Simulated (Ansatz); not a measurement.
`[CH3][Mo](=[S])(=[S])[Cl]` + H₂O → `[OH][Mo](=[S])(=[S])[Cl]` + CH₄ at 298.15 K and 1 bar (formal hydrolysis of a Mo–C bond).

Isolated molecules relaxed with PBE0-D4/def2-TZVP in Ansatz; ΔE leaves out vibrations. CCSD(T)/CBS adds triple-zeta CCSD(T) − MP2 to the extrapolated MP2 energy (def2 sets, frozen cores). This one scheme is used for every species. def2 core potentials past Kr. For Mo outer-core shells are correlated without core-valence functions, which leaves a few kJ/mol of doubt a bond. One conformer a species, not always the lowest.

| species | CCSD(T)/CBS energy (Eh) | H − E (kJ/mol) | S (J/(mol·K)) |
| --- | --- | --- | --- |
| `[CH3][Mo](=[S])(=[S])[Cl]` | -1363.45399 | 128.8 | 373.6 |
| H₂O | -76.37941 | 66.4 | 188.7 |
| `[OH][Mo](=[S])(=[S])[Cl]` | -1399.40594 | 69.4 | 360.8 |
| CH₄ | -40.46206 | 127.4 | 186.2 |

H − E and S are ideal-gas, rigid-rotor, harmonic terms from PBE0-D4/def2-TZVP, for one conformer and one mirror image of each species. 1 Eh = 2625.50 kJ/mol, R = 8.31446 J/(mol·K).

By hand: ΔE, ΔH, ΔS and ΔG.

ΔE = (-1399.40594) + (-40.46206) − (-1363.45399) − (-76.37941) = -0.03460 Eh = -90.8 kJ/mol. Δ(H − E) = 69.4 + 127.4 − 128.8 − 66.4 = 1.6, so ΔH = -89.2 kJ/mol. ΔS = 360.8 + 186.2 − 373.6 − 188.7 = -15.3 J/(mol·K). ΔG = -89.2 − 298.15 × (-15.3)/1000 = -84.6 kJ/mol.

By hand: the equilibrium constant, and the temperature at which ΔG would vanish if ΔH and ΔS stayed fixed.

log₁₀ K = −ΔG/(RT ln 10) = 14.8. ΔG = 0 at ΔH/ΔS = 5830 K, far beyond where these terms or the molecules hold.

ΔH outweighs TΔS. A doubt of 5 kJ/mol in ΔE shifts log₁₀ K by 0.9 here. Other conformers and mirror images would add mixing entropy, several J/(mol·K) or more a flexible species. These are equilibria of isolated gas molecules and say nothing of rates. Largest T1 diagnostic: 0.025 (customary marks: 0.02 for closed shells, 0.045 for open ones).
